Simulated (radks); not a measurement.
All-electron atom: Tl in [Hg] 6p1. Method: Dirac Kohn-Sham, PBE, spin-unpolarised, spherical densities, point nucleus; open shells fill j = l - 1/2 first; computed with a radial shooting solver on a logarithmic mesh with Libxc functionals.

Radial electron density D(r) = 4 pi r^2 rho(r):

r (bohr),D(r) (e/bohr)
0.001903,29.44
0.002621,43.88
0.003581,62.08
0.004931,83.59
0.006791,104.0
0.009352,116.8
0.01288,116.9
0.01774,107.8
0.02442,106.3
0.03363,126.6
0.04632,150.3
0.06379,140.6
0.08784,119.7
0.12,136.0
0.1653,131.7
0.2276,84.82
0.3134,89.52
0.4316,83.60
0.5944,41.29
0.8186,25.17
1.127,17.74
1.552,8.635
2.138,3.587
2.921,1.400
4.022,0.4264
5.539,0.09709
7.628,0.01508
10.5,0.001172

D(r) has 4 maxima, at r = 0.0110, 0.0502, 0.140, 0.359 bohr, and minima at 0.0217, 0.0893, 0.255 bohr, inside which lie 2.04, 11.01, 29.99 electrons.
